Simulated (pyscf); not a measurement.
**F–Al(F)–Cl, singlet**

Gas-phase minimum from PySCF at ωB97X-D3(BJ)/def2-SVP, one conformer. 

```xyz
4

F     -0.0198     0.1642     1.0925
Al    -1.1382    -0.5076     0.0832
F     -0.9220    -2.0569    -0.4398
Cl    -2.7903     0.5754    -0.5166
```
Charge 0, spin multiplicity 1.

Bonded distances (Å): F1–Al2 1.649, Al2–F3 1.649, Al2–Cl4 2.064. Angles (°): F1–Al2–F3 119.2, F1–Al2–Cl4 120.4, F3–Al2–Cl4 120.4.

Properties at ωB97X-D3(BJ)/def2-SVP:

```
Property                                                                                                                                          Result
---------------------------------------------------------------------------------------------------------------------  ---------------------------------
Harmonic wavenumbers, unscaled                                                                                         191, 236, 267, 525, 855, 983 cm⁻¹
Zero-point energy                                                                                                                           4.4 kcal/mol
Rotational symmetry number                                                                                                                             2
Entropy of this conformer at 298 K and 1 atm, rigid rotor and harmonic oscillator, modes under 100 cm⁻¹ raised to 100                    298.2 J/(mol K)
Dipole moment                                                                                                                                     0.32 D
```

Single-point totals, which compare only within one level (frozen core for MP2 and CC):

```csv
level,total energy (hartree)
ωB97X-D3(BJ)/def2-TZVP,-902.68884
PBE/def2-TZVP,-902.13963
r²SCAN/def2-TZVP,-902.52024
B3LYP-D3(BJ)/def2-TZVP,-902.69640
PBE0-D3(BJ)/def2-TZVP,-902.19934
M06-2X/def2-TZVP,-902.55750
ωB97M-D3(BJ)/def2-TZVP,-902.78106
HF/def2-TZVPP,-900.64248
MP2/def2-TZVPP,-901.40129
CCSD/def2-TZVPP,-901.41621
CCSD(T)/def2-TZVPP,-901.44068
```

The CCSD(T) − MP2 part came from Ansatz, without density fitting, on the same reference.
